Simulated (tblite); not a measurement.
Compound: C₅H₇N₃.
SMILES with atom numbers: `[CH2:1]=[CH:2][CH2:3][n:4]1[cH:5][cH:6][n:7][n:8]1` (hydrogens: H9, H10 on C1; H11 on C2; H12, H13 on C3; H14 on C5; H15 on C6)

Cartesian coordinates in Å at the GFN2-xTB level; atoms count from 1:
```xyz
15
C5H7N3 angstrom
C     -2.4835    0.6503    0.4852
C     -1.5346   -0.2652    0.4554
C     -0.6671   -0.5347   -0.7393
N      0.7261   -0.4169   -0.3982
C      1.3848    0.6749    0.0514
C      2.6733    0.2334    0.2413
N      2.7196   -1.0692   -0.0948
N      1.5583   -1.4472   -0.4713
H     -2.7027    1.2687   -0.3702
H     -3.0894    0.8134    1.3593
H     -1.3215   -0.8772    1.3213
H     -0.8069   -1.5619   -1.0899
H     -0.9073    0.1598   -1.5511
H      0.9074    1.6211    0.1932
H      3.5392    0.7586    0.5858
```

Method: GFN2-xTB as coded in tblite; computed harmonic values from a numerical Hessian at the method's own geometry, unscaled. This tight-binding method is rough: wavenumbers can miss measured ones by several per cent, in bad cases by 10 to 20. One conformer, not necessarily the lowest.

Harmonic wavenumbers (cm⁻¹): 35.6, 58.1, 140.4, 287.3, 357.0, 401.8, 588.9, 621.5, 690.4, 768.5, 783.9, 837.4, 902.4, 916.5, 930.0, 962.0, 1020.1, 1022.3, 1059.9, 1100.6, 1112.4, 1164.7, 1261.3, 1283.2, 1299.8, 1310.5, 1343.0, 1409.0, 1430.6, 1443.5, 1470.5, 1716.8, 2947.4, 2967.7, 3072.1, 3101.2, 3135.7, 3186.7, 3199.8.

A = 6426, B = 1294, C = 1156 MHz; mass 109.064 u (most abundant isotopes); point group C1, symmetry number 1.

**Question.** Zero-point energy?

**Answer.** ½Σν̃ = 25670 cm⁻¹ = 307.08 kJ/mol.

**Question.** What is S at 298.15 K and 1 bar for an ideal gas of classical rigid rotors and harmonic oscillators?

**Answer.** Translation 167.37, rotation 116.76, vibration 80.94: S = 365.1 J/(mol K).

**Question.** And Cp and H(298.15 K) − H(0)?

**Answer.** Cp = 118.06 J/(mol K), of which vibrations give 84.80 (their classical limit is 39 R = 324.3); H(298.15 K) − H(0) = 21.88 kJ/mol without the zero-point energy, 11.96 from vibrations.

**Question.** What must be added to the electronic energy to get the Gibbs energy at 298.15 K and 1 bar?

**Answer.** ZPE + [H(298.15 K) − H(0)] − T·S = 307.08 + 21.88 − 108.85 = 220.11 kJ/mol.

**Question.** Which modes carry the vibrational entropy at 298.15 K?

**Answer.** 35.6 cm⁻¹: 22.97; 58.1 cm⁻¹: 18.91; 140.4 cm⁻¹: 11.71; 287.3 cm⁻¹: 6.23; 357.0 cm⁻¹: 4.75; 401.8 cm⁻¹: 4.00 J/(mol K); the other 33 give 12.37 together.

**Question.** Blend soft modes into free rotors: weight 1/[1 + (100 cm⁻¹/ν̃)⁴] for the oscillator and the rest for a rotor with moment μB/(μ + B), μ = h/(8π²ν), B = 10⁻⁴⁴ kg m². What vibrational entropy results?

**Answer.** 69.89 J/(mol K) in place of 80.94, which changes −T·S at 298.15 K by +3.30 kJ/mol.

**Question.** How do the functions run with temperature in this model?

**Answer.** 
```
T (K)  S (J/(mol K))  Cp (J/(mol K))  H − H(0) (kJ/mol)  G − H(0) (kJ/mol)  ln q(vib)
  100          276.8            60.0               4.85             -22.83       1.65
  200          325.3            84.5              11.99             -53.07       3.34
  300          365.8           118.7              22.10             -87.64       4.94
  500          442.7           185.0              52.79            -168.58       8.31
  800          544.5           246.5             118.46            -317.14      13.56
 1000          602.4           271.8             170.44            -431.95      16.94
```

q(vib) and H(0) count from the zero-point level.

Hindered rotation and anharmonicity are outside this model. Other conformers, if any are populated, would add a mixing term that is left out. The structure is chiral; the term R ln 2 for an equal mix with its mirror image is left out.
